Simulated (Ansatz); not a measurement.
Zr4P4. Charge 0, multiplicity 1. Geometry PBE-D4/def2-SVP; atoms count from 1.

```xyz
8

Zr   -0.6658    1.0826   -1.7056
Zr   -1.1683   -0.7762    0.7543
Zr    1.7698    0.0380   -0.7576
Zr    0.3895    1.9311    0.8016
P    -2.0691    1.4951    0.3649
P     0.9415   -2.1194    0.3209
P     1.1085   -0.2566    1.7921
P    -0.3061   -1.3946   -1.5706
```

In the def2 sets Zr takes a core potential; there is no spin–orbit coupling. The restricted singlet is unstable towards broken spin symmetry in Hartree–Fock (as tested in another run); at PBE0-D4/def2-TZVP this wasn't settled. No other spin state of charge 0 was run. The structure comes from a short search, and lower isomers may exist.

Estimate the Mulliken populations from the PBE0/def2-TZVP orbitals of Ansatz.


```json
{"atom": "Zr1", "charge (e)": "0.32", "d electrons": "2.73"}
{"atom": "Zr2", "charge (e)": "0.66", "d electrons": "2.53"}
{"atom": "Zr3", "charge (e)": "0.35", "d electrons": "2.62"}
{"atom": "Zr4", "charge (e)": "0.32", "d electrons": "2.73"}
{"atom": "P5", "charge (e)": "-0.60", "d electrons": "–"}
{"atom": "P6", "charge (e)": "-0.21", "d electrons": "–"}
{"atom": "P7", "charge (e)": "-0.42", "d electrons": "–"}
{"atom": "P8", "charge (e)": "-0.42", "d electrons": "–"}
```
Mulliken values and Mayer orders depend strongly on the basis.

And the Mayer bond orders between bonded heavy atoms (over 0.3)?

Zr1–Zr2 0.51 (3.12 Å); Zr1–Zr3 1.26 (2.81 Å); Zr1–Zr4 1.11 (2.85 Å); Zr1–P5 1.00 (2.54 Å); Zr1–P8 1.03 (2.51 Å); Zr2–Zr3 0.42 (3.40 Å); Zr2–Zr4 0.51 (3.12 Å); Zr2–P5 1.11 (2.47 Å); Zr2–P6 0.76 (2.54 Å); Zr2–P7 0.84 (2.56 Å); Zr2–P8 0.84 (2.56 Å); Zr3–Zr4 1.26 (2.81 Å); Zr3–P6 0.78 (2.55 Å); Zr3–P7 0.64 (2.65 Å); Zr3–P8 0.64 (2.65 Å); Zr4–P5 1.01 (2.53 Å); Zr4–P7 1.03 (2.51 Å); P6–P7 0.69 (2.38 Å); P6–P8 0.69 (2.38 Å).
